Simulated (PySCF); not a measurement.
C₄H₄FP₃.
SMILES: `Cc1pcpc(F)p1`

The closed-shell SCF was solved with PySCF and density fitting under several settings on one GFN2-xTB geometry (grid level 2 and gas phase unless stated).

| settings | basis functions | SCF cycles | E (Eh) | HOMO (eV) | LUMO (eV) | dipole (D) |
| --- | --- | --- | --- | --- | --- | --- |
| PBE0/pcSseg-1 | 177 | 15 | -1277.9476 | -7.38 | -2.71 | 2.03 |
| wB97X-D/def2-SVPD | 207 | 15 | -1278.0860 | -9.02 | -1.10 | 2.03 |
| PBE0/def2-SVPD, IEF-PCM cyclohexane | 207 | 14 | -1277.5304 | -7.29 | -2.62 | 2.30 |
| WP04/6-31G*, fitting basis def2-qzvpp-jkfit | 132 | 12 | -1294.5564 | -8.25 | -4.34 | 2.01 |

Q: Estimate the rows for these settings: (1) PBE0/MINI; (2) mPW1PW91/STO-3G.

A: 
```csv
settings,basis functions,SCF cycles,E (Eh),HOMO (eV),LUMO (eV),dipole (D)
PBE0/MINI,56,13,-1270.8382,-8.49,-3.65,1.28
mPW1PW91/STO-3G,56,14,-1263.8126,-3.78,1.52,0.54
```

Q: Over all rows, what range does the HOMO–LUMO gap span?

A: From 3.91 eV (WP04/6-31G*, fitting basis def2-qzvpp-jkfit) to 7.92 eV (wB97X-D/def2-SVPD). The functional of the narrowest has 12 % exact exchange, that of the widest range-separated exact exchange.

Q: Compare two rows with the functional PBE0: PBE0/MINI and PBE0/pcSseg-1. Which energy is lower, and by how much?

A: PBE0/pcSseg-1 (177 functions) lies 7.1094 Eh or 4461 kcal/mol below PBE0/MINI (56 functions).

wB97X-D ran without the empirical dispersion term, which would shift the total energy alone. Cycle counts include a coarse-grid stage where the run had one. All basis functions are spherical, in the Pople sets too. WP04 was designed for NMR shieldings or shifts; total energies of different functionals aren't comparable. The species at its GFN2-xTB geometry.
